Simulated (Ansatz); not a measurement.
`[TeH][SiH]1CC1` + HCl → `Cl[SiH]1CC1` + H₂Te at 298.15 K and 1 bar (ligand exchange at the Si–Te bond).

Calculated with Ansatz (gas phase, PBE0-D4/def2-TZVP geometries, no zero-point term in ΔE). CBS: MP2 limit from def2 TZ/QZ plus the TZ coupled-cluster correction, frozen cores. This one scheme is used for every species. def2 core potentials past Kr. For Te outer-core shells are correlated without core-valence functions, which leaves a few kJ/mol of doubt a bond.

```json
{"species": "`[TeH][SiH]1CC1`", "CCSD(T)/CBS energy (Eh)": "-636.50106", "H − E (kJ/mol)": "200.8", "S (J/(mol·K))": "342.3"}
{"species": "HCl", "CCSD(T)/CBS energy (Eh)": "-460.38127", "H − E (kJ/mol)": "26.6", "S (J/(mol·K))": "186.8"}
{"species": "`Cl[SiH]1CC1`", "CCSD(T)/CBS energy (Eh)": "-827.98104", "H − E (kJ/mol)": "182.7", "S (J/(mol·K))": "305.7"}
{"species": "H₂Te", "CCSD(T)/CBS energy (Eh)": "-268.91024", "H − E (kJ/mol)": "41.3", "S (J/(mol·K))": "228.4"}
```

H − E and S are ideal-gas, rigid-rotor, harmonic terms from PBE0-D4/def2-TZVP, for one conformer and one mirror image of each species. 1 Eh = 2625.50 kJ/mol, R = 8.31446 J/(mol·K).

Q: By hand: ΔE, ΔH, ΔS and ΔG.

A: ΔE = (-827.98104) + (-268.91024) − (-636.50106) − (-460.38127) = -0.00895 Eh = -23.5 kJ/mol. Δ(H − E) = 182.7 + 41.3 − 200.8 − 26.6 = -3.4, so ΔH = -26.9 kJ/mol. ΔS = 305.7 + 228.4 − 342.3 − 186.8 = 5.0 J/(mol·K). ΔG = -26.9 − 298.15 × (5.0)/1000 = -28.4 kJ/mol.

Q: By hand: the equilibrium constant, and the temperature at which ΔG would vanish if ΔH and ΔS stayed fixed.

A: log₁₀ K = −ΔG/(RT ln 10) = 5.0. ΔH and −TΔS have one sign here, so there is no such temperature. One of them is within its doubt of zero, so this could turn.

The number of gas molecules stays the same, so ΔS is small and ΔH decides. A doubt of 5 kJ/mol in ΔE shifts log₁₀ K by 0.9 here. Other conformers and mirror images would add mixing entropy, several J/(mol·K) or more a flexible species. These are equilibria of isolated gas molecules and say nothing of rates. Largest T1 diagnostic: 0.011 (customary marks: 0.02 for closed shells, 0.045 for open ones).
